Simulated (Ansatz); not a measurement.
Relaxation of ClGaH₄O (7 atoms, charge 0, multiplicity 1), to a largest force component of 0.03 eV/Å in at most 50 steps.

The calculation used RKS B3LYP-D4/def2-mTZVP (Ansatz).

```xyz
7
Properties=species:S:1:pos:R:3:forces:R:3
Ga 0.055 0.442 -0.496 -0.04 0.15 0.52
O -0.049 -0.071 2.432 0.11 0.77 -0.40
H -0.986 -0.169 2.652 0.00 -0.03 0.02
H 1.470 -0.088 -0.870 0.00 0.00 0.01
H -1.378 -0.110 -0.767 0.02 0.01 -0.01
Cl 0.062 2.482 0.407 0.01 -0.17 -0.17
H 0.091 0.906 2.439 -0.09 -0.72 0.03
```

Question: Where does it end, and by what steps?

Answer: The forces met the threshold. After 7 steps the energy has fallen by 0.357 eV; O2 moved furthest, 0.44 Å. Joined: Ga1–O2 (2.97 → 2.18 Å).

| step | energy less start (eV) | largest force component (eV/Å) | accepted |
| --- | --- | --- | --- |
| 0 | 0.0000 | 0.766 | yes |
| 1 | -0.0829 | 1.140 | yes |
| 2 | -0.2681 | 1.106 | yes |
| 3 | -0.3351 | 0.807 | yes |
| 4 | -0.3518 | 0.402 | yes |
| 5 | -0.3562 | 0.074 | yes |
| 6 | -0.3568 | 0.037 | yes |
| 7 | -0.3571 | 0.018 | yes |

```xyz
7
Properties=species:S:1:pos:R:3
Ga 0.012 0.422 -0.140
O -0.014 -0.006 2.000
H -0.904 -0.263 2.287
H 1.405 -0.146 -0.555
H -1.419 -0.106 -0.498
Cl 0.058 2.606 0.341
H 0.126 0.887 2.362
```

Whether the end is a true minimum wasn't checked by a vibrational analysis.

Run time: 14 s on 2 threads of Intel(R) Xeon(R) Platinum 8488C (Sapphire Rapids), on a shared host, peak memory 0.21 GiB.
